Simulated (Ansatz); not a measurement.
H3BClSi, SMILES `[SiH3][B-]Cl` (singlet; the order of the spin states depends on the level) (charge -1, multiplicity 1). This singlet lies 0.07 eV below the relaxed triplet at the level frozen-core CCSD(T)/aug-cc-pVTZ // B3LYP-D3(BJ)/def2-TZVPD (Ansatz, a first-principles code); other levels give the other order.

Cartesian coordinates (Å):
SMILES: [SiH3][B-]Cl
```xyz
6

Si    -0.5323     0.0265     0.0140
B      1.2888    -0.9130     0.3050
Cl     2.6583     0.2489    -0.2236
H     -1.3864    -0.8356    -0.8731
H     -1.2817     0.0444     1.3170
H     -0.7467     1.4288    -0.5392
```
Charge -1, spin multiplicity 1.

The restricted HF start is unstable towards unrestricted orbitals.

Give the natural occupations of the active orbitals, the CASSCF energy and the corrected energy for frozen-core fic-MRCISD+Q@CASSCF(6e,6o)/aug-cc-pVTZ // B3LYP-D3(BJ)/def2-TZVPD (Ansatz).


```
Item                                                 Result
-----------------------  ----------------------------------
natural occupations      1.99, 1.98, 1.89, 0.09, 0.03, 0.02
CASSCF energy                                  -774.9016 Ha
corrected energy                               -775.3456 Ha
weight of the reference                               0.866
```
